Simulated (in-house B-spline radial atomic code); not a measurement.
Atomic self-consistent-field run: Ce⁺. Method: scalar-relativistic (X2C) Hartree-Fock with fractional occupations, spin-polarised, spherical fractional occupations, Fermi nucleus of rms radius 4.8771 fm. Calculated with an all-electron radial atomic-structure program (B-spline basis).

Command:
```bash
python run_scf.py task.json out
```
Settings (nuclear radius in fm, mass in u):
```
Z                58
configuration    [Xe] 4f1 5d2
hamiltonian      x2c
method           hf,
spin_polarised   True
nucleus          fermi
rms_radius       4.8771
atomic_mass      139.90545
speed_of_light   137.035999084
```

Output (hartree, bohr):
```
 radial grid: 81 intervals, B-splines of order 8, outer radius 60 bohr

 iter        energy (Eh)    residual
    1       -8846.428221    5.34e-01
    2       -8851.682277    3.10e-01
    3       -8855.385304    7.33e-02
    4       -8855.656886    1.63e-02
    5       -8855.388725    5.06e-02
    6       -8855.675683    5.01e-03
    7       -8855.676309    2.22e-03
    8       -8855.676528    9.35e-04
    9       -8855.676599    2.27e-04
   10       -8855.676606    5.79e-05
   11       -8855.676606    6.87e-05
   12       -8855.676606    1.50e-05
   13       -8855.676606    2.61e-06
   14       -8855.676606    3.13e-07

 total energy                     -8855.67661
 kinetic                            9505.1284
 electron-nucleus                 -21565.3185
 Hartree                            3412.5987
 exact exchange                     -208.0852

 orbital      occ     eigenvalue          <r>       <r^2>       <1/r>       r_max
 1s up      1.000     -1493.8379    0.0239074 0.000786453     67.1487     0.01496
 1s down    1.000     -1493.8388    0.0239074 0.000786453     67.1487     0.01496
 2s up      1.000      -243.4758     0.104498   0.0129516     15.4055     0.08885
 2s down    1.000      -243.4730     0.104498   0.0129514     15.4056     0.08885
 2p up      3.000      -218.0651    0.0920415   0.0103593     13.9175     0.07132
 2p down    3.000      -218.0625    0.0920403    0.010359     13.9176     0.07132
 3s up      1.000       -54.3971     0.277135   0.0878941     5.50681      0.2541
 3s down    1.000       -54.3868      0.27709   0.0878627     5.50776      0.2541
 3p up      3.000       -46.1036      0.27531   0.0879543     5.07621      0.2488
 3p down    3.000       -46.0919     0.275247   0.0879094     5.07726      0.2488
 3d up      5.000       -34.2099     0.252872   0.0753006     4.76978      0.2051
 3d down    5.000       -34.1945      0.25279   0.0752412     4.77081      0.2051
 4s up      1.000       -11.9901     0.636327    0.456153     2.24275      0.5925
 4s down    1.000       -11.9527     0.636145    0.455863      2.2432      0.5923
 4p up      3.000        -9.1706     0.672629    0.513484     2.04432       0.618
 4p down    3.000        -9.1281     0.672429    0.513113     2.04452      0.6179
 4d up      5.000        -4.9666     0.742666    0.638077     1.77332      0.6523
 4d down    5.000        -4.9077     0.742464    0.637448     1.77287      0.6523
 5s up      1.000        -2.1243        1.539     2.65909    0.857569        1.38
 5s down    1.000        -2.0679      1.52504     2.60714    0.865798       1.374
 5p up      3.000        -1.3380      1.76538     3.52615    0.735106       1.545
 5p down    3.000        -1.2567      1.74175     3.42459    0.745341       1.534
 4f up      1.000        -0.0660      1.93938     8.07961    0.954088      0.7556
 5d up      2.000        -0.2549      2.99571     10.7494     0.43504       2.236
```

Cost of the run: 0.81 s on 1 thread of Intel(R) Xeon(R) Platinum 8488C, on a shared host.

Caution: exact exchange at fractional occupations of open shells leaves self-interaction of up to several eV.

One-electron X2C: radii and densities carry no picture-change correction, so inner-shell <1/r> comes out high (for 1s by about 2 % at Z = 33, 5 % at 54, 10 % at 75, 30 % at 118) and <r> low.
